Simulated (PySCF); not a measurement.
Geometry:
| atom | x (Å) | y (Å) | z (Å) |
| --- | --- | --- | --- |
| C1 | 3.395 | 0.952 | -0.538 |
| O2 | 3.670 | -0.249 | 0.128 |
| Si3 | 2.588 | -1.477 | 0.345 |
| O4 | 1.277 | -0.931 | 1.197 |
| C5 | -0.081 | -1.207 | 0.985 |
| C6 | -0.902 | 0.071 | 0.947 |
| C7 | -2.415 | -0.244 | 0.866 |
| C8 | -2.962 | 0.626 | -0.268 |
| C9 | -1.784 | 0.723 | -1.232 |
| C10 | -0.597 | 0.938 | -0.294 |
| H11 | 2.722 | 1.599 | 0.051 |
| H12 | 4.340 | 1.493 | -0.697 |
| H13 | 2.929 | 0.784 | -1.527 |
| H14 | 2.077 | -1.990 | -0.969 |
| H15 | 3.339 | -2.515 | 1.095 |
| H16 | -0.450 | -1.857 | 1.800 |
| H17 | -0.232 | -1.764 | 0.037 |
| H18 | -0.664 | 0.628 | 1.867 |
| H19 | -2.932 | -0.080 | 1.823 |
| H20 | -2.559 | -1.309 | 0.612 |
| H21 | -3.211 | 1.632 | 0.111 |
| H22 | -3.877 | 0.217 | -0.724 |
| H23 | -1.892 | 1.516 | -1.988 |
| H24 | -1.671 | -0.230 | -1.777 |
| H25 | -0.540 | 2.000 | -0.007 |
| H26 | 0.372 | 0.686 | -0.750 |

Geometry: PBE0-D3(BJ)/def2-SVP; GIAO absolute shieldings from PySCF 2.14, gas phase, non-relativistic, averaged over equivalent atoms.

At PBE0/pcSseg-1 (257 basis functions, 49 s wall time on 1 thread of an Intel Xeon 6975P-C, shared host):
```json
{"atoms": "C5", "σ (ppm)": "114.0"}
{"atoms": "C1", "σ (ppm)": "130.4"}
{"atoms": "C6", "σ (ppm)": "143.3"}
{"atoms": "C7/C10", "σ (ppm)": "154.0"}
{"atoms": "C8/C9", "σ (ppm)": "155.7"}
{"atoms": "O4", "σ (ppm)": "269.4"}
{"atoms": "O2", "σ (ppm)": "298.4"}
{"atoms": "Si3", "σ (ppm)": "374.9"}
{"atoms": "H14/H15", "σ (ppm)": "26.59"}
{"atoms": "H11/H12/H13", "σ (ppm)": "27.55"}
{"atoms": "H16/H17", "σ (ppm)": "27.99"}
{"atoms": "H18", "σ (ppm)": "29.08"}
{"atoms": "H19/H25", "σ (ppm)": "29.68"}
{"atoms": "H21/H23", "σ (ppm)": "29.88"}
{"atoms": "H22/H24", "σ (ppm)": "29.89"}
{"atoms": "H20/H26", "σ (ppm)": "30.19"}
```

Task: Predict the values at B3LYP/pcSseg-1 on the same geometry.

Result: 
```tsv
atoms	σ at B3LYP/pcSseg-1	change
C5	107.4	-6.6
C1	124.4	-6.0
C6	136.3	-7.0
C7/C10	147.6	-6.4
C8/C9	149.4	-6.3
O4	263.3	-6.1
O2	292.7	-5.7
Si3	368.1	-6.8
H14/H15	26.78	+0.19
H11/H12/H13	27.62	+0.07
H16/H17	28.07	+0.08
H18	29.20	+0.12
H19/H25	29.79	+0.11
H21/H23	29.99	+0.11
H22/H24	30.00	+0.11
H20/H26	30.29	+0.10
```

The largest change is at C6 (sp3 CH in a ring). Cost: 257 basis functions, 45 s wall time on 1 thread of an Intel Xeon 6975P-C, shared host. The order of the carbon signals is the same at both levels.
